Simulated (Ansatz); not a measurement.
Reaction (ligand exchange at the Sn–S bond): `[SH][Sn]([Cl])([Cl])[Cl]` + orthosilicic acid → `O[Si](O)(O)[O][Sn]([Cl])([Cl])[Cl]` + H₂S

Program: Ansatz. Geometries: PBE0-D4/def2-TZVP. ΔE: electronic, gas phase. CBS: MP2 limit from def2 TZ/QZ plus the TZ coupled-cluster correction, frozen cores. This one scheme is used for every species. DFT in def2-TZVPP. B3LYP here is the variant with VWN-RPA as its local correlation; programs differ in this. HSE06 is defined as in plane-wave codes. Elements past krypton have def2 core potentials. For Sn outer-core shells are correlated without core-valence functions, which leaves a few kJ/mol of doubt a bond. One conformer a species, not always the lowest.

```
             level  ΔE (kJ/mol)  difference from CCSD(T)/CBS
       LDA (SPW92)         34.2                         14.9
            PBE-D4         31.9                         12.6
         revPBE-D4         30.7                         11.4
           BLYP-D4         23.4                          4.1
         r2SCAN-D4         24.5                          5.2
            B97M-V         18.4                         -0.9
           PBE0-D4         31.3                         12.0
          B3LYP-D4         23.6                          4.3
        r2SCANh-D4         25.6                          6.3
        r2SCAN0-D4         26.9                          7.6
          HSE06-D4         31.9                         12.6
           ωB97M-V         22.0                          2.7
          PBE-QIDH         28.9                          9.6
               PBE         37.5                         18.2
            revPBE         40.0                         20.7
              BLYP         33.1                         13.8
            r2SCAN         27.0                          7.7
              PBE0         36.8                         17.5
             B3LYP         32.0                         12.7
           r2SCANh         28.3                          9.0
           r2SCAN0         29.8                         10.5
             HSE06         37.3                         18.0
             BHLYP         27.7                          8.4
         CAM-B3LYP         24.2                          4.9
           LC-ωPBE         24.9                          5.6
RPA@PBE/def2-TZVPP         12.6                         -6.7
       HF/def2-SVP         20.9                          1.6
      MP2/def2-SVP          8.8                        -10.5
     CCSD/def2-SVP          8.5                        -10.8
  CCSD(T)/def2-SVP          7.4                        -11.9
     HF/def2-TZVPP         21.5                          2.2
    MP2/def2-TZVPP         23.1                          3.8
SCS-MP2/def2-TZVPP         19.0                         -0.3
   CCSD/def2-TZVPP         17.6                         -1.7
     HF/def2-QZVPP         19.3                          0.0
    MP2/def2-QZVPP         23.8                          4.5
SCS-MP2/def2-QZVPP         19.8                          0.5
      HF/CBS(def2)         19.1                         -0.2
     MP2/CBS(def2)         25.5                          6.2
    CCSD/CBS(def2)         20.1                          0.8
       CCSD(T)/CBS         19.3                            0
```

Largest T1 diagnostic among the species: 0.012.

From BLYP to BHLYP (50 % exact exchange), in def2-TZVPP and without D4, ΔE moves by −5.4 kJ/mol. The D4 term adds −8.3 kJ/mol with B3LYP and −5.5 kJ/mol with PBE0; it sums over pairs of atoms, weighted by their polarisabilities, and B3LYP, whose exchange is more repulsive, gets the larger term.
